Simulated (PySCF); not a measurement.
# Does the structure fit the spectrum?

A compound C7H10Si gives the data below (simulated from a calculation) and was assigned the structure `Cc1ccccc1[SiH3]`.

¹³C{¹H} NMR (computed): δ 140.7 (CH, 2C), 140.6 (C), 135.0 (CH), 133.2 (CH, 2C), -3.1 (CH3).

¹H NMR (400 MHz, computed): δ 7.85 (d, 2H), 7.66 (m, 1H), 7.65 (m, 2H), 4.75 (q, 2H), 0.30 (t, 3H).

PySCF 2.14.0 with density-fitted response routines calculation with GIAO PBE0/pcSseg-1 shieldings and geometry from GFN2-xTB; fast rotation and ring inversion assumed for equivalent nuclei, isolated molecule, single conformer, no relativistic terms.

References, each an isolated molecule treated in the same way: ¹H, ¹³C vs TMS.

Q: Compare with the shifts computed for the proposed structure, pairing carbons in order of shift.

A: Structure with atom numbers: `[CH3:1][c:2]1[cH:3][cH:4][cH:5][cH:6][c:7]1[SiH3:8]`. Hydrogens are named by the atom that carries them.

```tsv
atom	computed for proposal	given list	difference
C2	150.2	140.7	+9.5
C6	142.7	140.7	+2.0
C4	136.7	140.6	-3.9
C7	134.6	135.0	-0.4
C3	134.1	133.2	+0.9
C5	130.4	133.2	-2.8
C1	25.2	-3.1	+28.3
```

The rms difference is 11.5 ppm and the largest +28.3 ppm at C1 (methyl carbon on an aromatic ring). The proposal also would give 7 carbon signals, not 5. The carbon types in order of shift don't match either: C, CH, CH, C, CH, CH, CH3 for the proposal against CH, CH, C, CH, CH, CH, CH3 in the data. The proposal doesn't fit.

Q: Which isomer fits?

A: `C[SiH2]c1ccccc1`.

1. Carbon types of the structure: 1 × C, 5 × CH, 1 × CH3, leaving 2 H on heteroatoms.
2. δC 140.7, 135.0, 133.2: aromatic CH.
3. δC 140.6: substituted aromatic carbon.
4. δH 7.85, 7.66, 7.65: hydrogen on an aromatic CH; aromatic region.
5. δH 0.30: hydrogen on a methyl carbon bonded to Si; an electropositive neighbour shields it, as in TMS itself.

The shifts were computed for this structure.

Shifts are as computed. Against solution values, carbons near 30 ppm lie about +3 ppm off and those near 130 ppm about +5 ppm. Of 1211 compounds with measured shifts, 218 miss one by over three times the rms of a fit or turn the order of signals round; such compounds aren't used in these exercises. No couplings were computed; multiplicities are counted from neighbouring protons, with m where these are inequivalent, close in shift, in a saturated or five-membered ring or joined by F or P, and br s for small geminal =CH2 splittings.
